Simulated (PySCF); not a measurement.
# Computed records: CH4FOSi

All values are calculated (PySCF 2.14.0). Calculation on a computer-drawn molecule: the log of a Hartree-Fock and frozen-core CCSD(T) single point meant for a local Hartree-Fock minimum, with one planted fault or none, to be diagnosed. Offsets are logged minus clean, where the clean run is the same molecule without the fault. The reference is restricted for singlets and unrestricted otherwise, and also for a bond in bohr or an excited solution. Adding or removing an electron swaps singlet and doublet. The excited solution moves the top pair (singlet) or top alpha electron (doublet) to the lowest empty orbital. Highest occupied and lowest empty are orbital energies over both spins, largest force is the largest gradient component, triples share is (T) over the correlation energy, the T1 limit is 0.02 restricted and 0.045 unrestricted, electrons count all cores, a negative frequency is imaginary (commonest isotopes), and the dipole is about the centre of nuclear charge.

Entry: CH4FOSi

Logged structure:
```xyz
8
CH4FOSi
C      1.5670     1.7967     0.6065
O      0.7804     1.0775    -0.2447
Si     1.0758    -0.3971    -0.8858
F      1.2525    -1.4637     0.3074
H      1.2654     2.8291     0.7147
H      1.9986     1.2671     1.4486
H     -0.0975    -0.7678    -1.6767
H      2.3323    -0.4132    -1.6440
```

* meant charge: 0
* meant multiplicity: 2
* meant basis: cc-pV(D+d)Z
* logged electrons: 40
* logged basis functions: 85
* logged SCF converged: yes
* logged spin squared: 0
* logged highest occupied: -18.234 eV
* logged lowest empty: -6.5986 eV
* logged largest force: 0.13181 hartree/bohr
* logged T1 diagnostic: 0.023636
* logged D1 diagnostic: 0.10339
* logged triples share: 0.025716
* logged CC converged: yes
* logged dipole magnitude: 7.4807 debye
* logged SCF stable within its kind: yes
* logged energy HF: -503.19124 hartree
* logged energy CCSD(T): -503.82501 hartree
* possible faults: no fault, one electron removed, one electron added, multiplicity raised by two, geometry at a saddle point, SCF held on an excited solution, minimal basis STO-3G, one bond length entered in bohr, all coordinates scaled
* planted fault: one electron removed
* HF energy offset from clean run: 188.8 kcal/mol
* CCSD(T) energy offset from clean run: 186.7 kcal/mol

Drawn bonds:
```csv
atom,other atom,order
1,2,1
2,3,1
3,4,1
1,5,1
1,6,1
3,7,1
3,8,1
```

Notes: T1 above single-reference limit.
